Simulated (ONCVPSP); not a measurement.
**Al (Z = 13): variants of one ONCV potential**

Base potential:

```json
{
 "Element": "aluminium (Al)",
 "Generator": "ONCVPSP 4.0.1",
 "Type": "optimised norm-conserving Vanderbilt (ONCV)",
 "Functional": "LDA (Perdew-Wang 92)",
 "Relativity": "scalar-relativistic",
 "Frozen core": "[Ne]",
 "Valence charge": "3",
 "Reference configuration": "3s1.5 3p1.5",
 "Partial waves": "3s: rc 1.75 bohr, ncon 3, nbas 7, qcut 4.3 1/bohr, 2 projectors, debl 3.2 Ha; 3p: rc 1.80 bohr, ncon 4, nbas 9, qcut 3.7 1/bohr, 2 projectors, debl 1.8 Ha; d scattering state at 0.21 Ha: rc 1.95 bohr, ncon 4, nbas 7, qcut 4.2 1/bohr, 1 projector",
 "Local potential": "polynomial inside 1.25 bohr (lpopt 5, dvloc0 3 Ha)",
 "Core correction": "none"
}
```

Cutoffs, loose and tight: the cutoffs (Ha) at which the residual kinetic energy of the hardest occupied pseudo-wave falls to 1 and 0.1 mHa per electron. They do not see the model core or the augmentation charge, which bear on the density cutoff. Test errors are all-electron minus pseudo excitation energies from the reference, over the configurations 3s2 3p1; 3s2 3p0; 3s1 3p0; 3s0 3p3. A dash means not determined; rows that change the core or the reference have their own tests.

For the base: The cutoffs count occupied waves only; projector 2 of the p channel, the hardest unoccupied one, needs 89 Ha at the loose tolerance.

| change | outcome | cutoff, loose | cutoff, tight | bound ghosts | GHOST(+) flags above zero | largest test error (meV) |
| --- | --- | --- | --- | --- | --- | --- |
| base | generated | 6.2 Ha | 8.0 Ha | none | s | +63 |
| s: qcut 2.6; p: qcut 2.2; d: qcut 2.5 | generated | 16 Ha | 43 Ha | none | none | +65 |
| p: qcut 5.6 | generated | 6.2 Ha | 12 Ha | none | s | +63 |
| non-relativistic | generated | 6.2 Ha | 8.0 Ha | none | s | +64 |
| reference 3s2 3p1; p: rc 1.75, qcut 3.8 | generated | 6.2 Ha | 21 Ha | none | s | +84 |
| s: debl 2.05 | generated | 6.2 Ha | 8.0 Ha | none | s | +63 |
| local potential polynomial inside 1.25 bohr (lpopt 5, dvloc0 7 Ha) | generated | 6.2 Ha | 8.0 Ha | none | p | +63 |
| d: qcut 2.8 | generated | 6.2 Ha | 8.0 Ha | none | s | +63 |
